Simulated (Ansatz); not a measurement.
Two members of one family ([LnCl6]3-), computed with Ansatz in the gas phase; def2 core potentials for Dy, Tb, no spin–orbit coupling. The two geometries come from different levels. HOMO and LUMO are taken over both spins. With an open 4f shell the SCF may have ended above the lowest state. Levels of anions in sets without diffuse functions are rough. The structures are stationary points that may keep the symmetry of their start. Remarks come from the PBE and PBE0 runs and from stability tests at other levels; not every state was tested. A HOMO above zero means that the electron is unbound at that level and held by the basis, or that self-interaction error raises the level; the energy of removing that electron tells which.

First: [TbCl6]3- (septet, charge -3, r2SCAN-D4/def2-SVP geometry).

```xyz
7

Tb    0.000    0.000    0.001
Cl    2.302    0.647   -1.308
Cl   -2.302   -0.649    1.312
Cl   -1.240    2.151   -1.129
Cl    1.240   -2.152    1.124
Cl    0.768    1.545    2.111
Cl   -0.768   -1.543   -2.113
```

```
              level  HOMO (eV)  LUMO (eV)  gap (eV)
    PBE-D4/def2-SVP       6.72       7.64      0.93
   PBE-D4/def2-TZVP       5.80       6.74      0.94
r2SCAN-D4/def2-TZVP       5.91       7.82      1.91
   PBE0-D4/def2-SVP       4.11      10.25      6.14
  PBE0-D4/def2-TZVP       3.35       9.92      6.58
```

Metal–donor distances: 6 × Cl 2.73 Å. Remarks: HOMO above zero at PBE or PBE0.

Second: [DyCl6]3- (sextet, charge -3, PBE-D4/def2-SVP geometry).

```xyz
7

Dy    0.000    0.000    0.000
Cl    2.032    0.153   -1.810
Cl   -2.031   -0.155    1.811
Cl    0.860    2.301    1.182
Cl   -0.860   -2.300   -1.182
Cl    1.601   -1.463    1.651
Cl   -1.601    1.464   -1.651
```

Task: Estimate the same table for the second.

Result: 
```json
{"level": "PBE-D4/def2-SVP", "HOMO (eV)": "6.14", "LUMO (eV)": "7.00", "gap (eV)": "0.86"}
{"level": "PBE-D4/def2-TZVP", "HOMO (eV)": "5.19", "LUMO (eV)": "6.06", "gap (eV)": "0.86"}
{"level": "r2SCAN-D4/def2-TZVP", "HOMO (eV)": "4.63", "LUMO (eV)": "6.74", "gap (eV)": "2.11"}
{"level": "PBE0-D4/def2-SVP", "HOMO (eV)": "4.16", "LUMO (eV)": "10.13", "gap (eV)": "5.98"}
{"level": "PBE0-D4/def2-TZVP", "HOMO (eV)": "3.36", "LUMO (eV)": "9.23", "gap (eV)": "5.87"}
```

Metal–donor distances: 6 × Cl 2.73 Å. Remarks: HOMO above zero at PBE or PBE0.
